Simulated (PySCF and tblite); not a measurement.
The numbers below are computed, except where a source is named.
Ring inversion: stationary points, barriers and rates

System: C4H10Ge, numbered as in [CH2:1]1[CH2:2][CH2:3][GeH2:4][CH2:5]1.

Motion: inversion of the 5-membered ring (1–2–3–4–5). Geometries: GFN2-xTB; energies: PBE0/pcSseg-1 + D3(BJ); zero-point and thermal terms from GFN2-xTB harmonic modes (soft modes blended into free rotors). Rate constants are transition-state-theory values, counting equivalent paths, without tunnelling. Run with tblite and PySCF.

```json
{"point": "start (twist)", "symmetry": "C2", "E(GFN2) kcal/mol": "0.0", "E(DFT) kcal/mol": "0.0", "ZPE change kcal/mol": "0.00", "lowest mode cm⁻¹": "120", "dipole D": "0.57"}
{"point": "saddle (envelope)", "symmetry": "Cs", "E(GFN2) kcal/mol": "5.2", "E(DFT) kcal/mol": "5.0", "ZPE change kcal/mol": "-0.15", "lowest mode cm⁻¹": "128i", "dipole D": "0.48"}
{"point": "end (twist)", "symmetry": "C2", "E(GFN2) kcal/mol": "0.0", "E(DFT) kcal/mol": "0.0", "ZPE change kcal/mol": "0.00", "lowest mode cm⁻¹": "120", "dipole D": "0.57"}
```

```json
{"Electronic barrier": "5.0 kcal/mol", "Barrier with zero-point energy": "4.8 kcal/mol", "ΔH‡ (298 K)": "4.5 kcal/mol", "ΔS‡ (298 K, symmetry apart)": "-1.8 cal/(mol K)", "Paths": "2 equivalent paths", "End point": "the same structure with atoms interchanged, or its mirror image", "Mean lifetime of the start against this motion at 298 K": "400 ps", "Cost": "45 s on 1 thread of Arm Neoverse V1, shared host (rough), peak memory 0.83 GiB, launched as `OMP_NUM_THREADS=1 python ens_run.py task.json out`"}
```

```csv
T/K,ΔG‡ kcal/mol,k s⁻¹
150,4.9,5×10⁵
200,4.9,3.6×10⁷
250,5.0,4.7×10⁸
298,5.0,2.5×10⁹
350,5.1,9×10⁹
400,5.2,2.3×10¹⁰
500,5.5,8.3×10¹⁰
```

ΔG and ΔG‡ leave out symmetry numbers and mirror images; rates count paths: 2 out.

Spin–orbit effects of heavy atoms on shieldings are missing.
